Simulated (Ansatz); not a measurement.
Program: Ansatz. Geometries: PBE0-D4/def2-TZVP. ΔE: electronic, gas phase. CCSD(T)/CBS adds triple-zeta CCSD(T) − MP2 to the extrapolated MP2 energy (def2 sets, frozen cores). This one scheme is used for every species. DFT in def2-TZVPP. For K outer-core shells are correlated without core-valence functions, which leaves a few kJ/mol of doubt a bond. Scalar relativity is left out up to krypton.

`[CH3][K]` + NH₃ → `[NH2][K]` + CH₄  (ligand exchange at a K–C bond)

`[CH3][K]`:

Z-matrix (Å, degrees):
```
C
K 1 2.676
H 1 1.098 2 111.7
H 1 1.098 2 111.7 3 -120.0
H 1 1.098 2 111.7 3 120.0
```

NH₃:

Cartesian coordinates in Å:
```
N 0.124 -0.087 0.237
H -0.701 -0.633 0.023
H -0.167 0.880 0.300
H 0.744 -0.160 -0.560
```

`[NH2][K]`:

```xyz
4

N    -0.091    0.164    0.208
K     0.685   -1.233   -1.565
H    -0.641   -0.096    1.024
H     0.048    1.165    0.333
```

CH₄:

Cartesian coordinates in Å:
```
C 0.000 0.000 0.000
H -0.650 0.432 0.760
H -0.254 0.417 -0.974
H -0.134 -1.081 -0.021
H 1.038 0.232 0.235
```

```csv
level,ΔE (kJ/mol),difference from CCSD(T)/CBS
revPBE-D4,-65.7,16.3
BHLYP-D4,-78.5,3.5
CAM-B3LYP-D4,-79.7,2.3
ωB97M-V,-74.7,7.3
PBE-QIDH,-77.2,4.8
revPBE,-67.5,14.5
BHLYP,-79.4,2.6
HF/def2-TZVPP,-81.4,0.6
HF/def2-QZVPP,-84.9,-2.9
HF/CBS(def2),-85.4,-3.4
CCSD(T)/CBS,-82.0,0
```

Largest T1 diagnostic among the species: 0.017.

Leaving LDA and LC-ωPBE aside and taking each functional with its dispersion term where it has one, the values, not all of them listed here, spread over 15.7 kJ/mol, from r2SCAN-D4 to revPBE-D4. At CCSD(T), def2-SVP lies +12.1 kJ/mol from the extrapolated value and def2-TZVPP +8.3 kJ/mol. From PBE to PBE0 (25 % exact exchange), in def2-TZVPP and without D4, ΔE moves by −5.0 kJ/mol.
